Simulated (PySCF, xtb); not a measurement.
GaH₂I, SMILES [GaH2][I].

xtb 6.7.1 with GFN2-xTB at its own geometry gives an orbital gap of 5.17 eV and a dipole moment of 5.10 D.

Geometry optimised at B3LYP-D3(BJ)/def2-TZVP. The def2 effective core potentials stand for the cores of I; spin–orbit coupling is left out.

What does HF/def2-TZVPD (PySCF) give? (An estimate is asked for; the answer gives what the named calculation found.)

gap 10.55 eV (levels -9.95 and 0.60 eV), dipole 1.98 D.
